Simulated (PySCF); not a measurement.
SMILES c1(Oc2ccccc2)ccsc1, GFN2-xTB optimised geometry.

```
20

C     -1.95    -2.09     0.00
C     -2.64    -0.89     0.01
C     -1.95     0.31     0.00
C     -0.56     0.30    -0.01
O      0.06     1.53     0.03
C      1.33     1.65    -0.46
C      1.82     1.06    -1.66
C      3.09     1.44    -1.93
S      3.72     2.51    -0.74
C      2.25     2.46     0.14
C      0.13    -0.90     0.00
C     -0.57    -2.09     0.00
H     -2.50    -3.03     0.00
H     -3.72    -0.88     0.02
H     -2.47     1.25     0.01
H      1.23     0.41    -2.28
H      3.70     1.15    -2.76
H      2.14     3.03     1.04
H      1.21    -0.91     0.02
H     -0.03    -3.03     0.01
```

Density from PBE/def2-SVP in PySCF at that geometry.

Minimum of the electron density along straight lines between bonded atoms, close to the bond critical point (lines longer than 1.1 times the sum of covalent radii, or with two minima, are not listed):

```tsv
bond	length / Å	ρ at the minimum / e bohr⁻³	∇²ρ there / e bohr⁻⁵	position (fraction from the first atom)
C1–C2	1.386	0.308	-0.76	0.50
C2–C3	1.381	0.310	-0.76	0.50
C3–C4	1.392	0.309	-0.77	0.48
C4–O5	1.371	0.274	-0.29	0.34
O5–C6	1.365	0.279	-0.30	0.66
C6–C7	1.424	0.289	-0.67	0.51
C7–C8	1.354	0.322	-0.79	0.49
C8–S9	1.719	0.214	-0.44	0.47
C6–C10	1.363	0.320	-0.78	0.50
S9–C10	1.717	0.214	-0.45	0.53
C4–C11	1.390	0.308	-0.76	0.52
C1–C12	1.384	0.309	-0.76	0.50
C11–C12	1.383	0.308	-0.75	0.50
C1–H13	1.079	0.281	-1.04	0.63
C2–H14	1.080	0.281	-1.05	0.63
C3–H15	1.079	0.281	-1.05	0.63
C7–H16	1.075	0.281	-1.07	0.64
C8–H17	1.071	0.283	-1.09	0.64
C10–H18	1.070	0.283	-1.09	0.64
C11–H19	1.080	0.280	-1.05	0.64
C12–H20	1.080	0.281	-1.05	0.63
```
